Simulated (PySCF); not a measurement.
# Bond curve of Be₂

Set-up: PySCF, no relativity, basis sets Be def2-TZVPP. Energies in eV from Be + Be in their ground configurations at the same level. State: ¹Σg⁺ (singlet), closed shell.

All columns are B2PLYP.

```csv
R (Å),E (eV),HOMO (eV),LUMO (eV),Mayer bond order,⟨S²⟩
2.171,0.065,-5.41,-1.25,0.99,0.00
2.272,-0.016,-5.51,-1.21,0.88,0.00
2.373,-0.060,-5.61,-1.17,0.77,0.00
2.448,-0.077,-5.69,-1.14,0.70,0.00
2.524,-0.085,-5.77,-1.11,0.63,0.00
2.600,-0.085,-5.84,-1.08,0.56,0.00
2.701,-0.080,-5.94,-1.04,0.48,0.00
2.827,-0.069,-6.07,-0.98,0.38,0.00
2.978,-0.055,-6.20,-0.92,0.29,0.00
3.180,-0.038,-6.37,-0.85,0.20,0.00
```

Correlated steps freeze no core orbitals. Closed-shell solutions of metal pairs were not tested for spin polarisation, which can lower them a little. The bond is weak. Basis-set superposition, not corrected here, can be much of De in a small basis, most of all at correlated wavefunction levels. Functionals without a dispersion term scatter widely for such bonds, and LDA overbinds them. B2PLYP dipoles, levels and charges come from its SCF part alone.
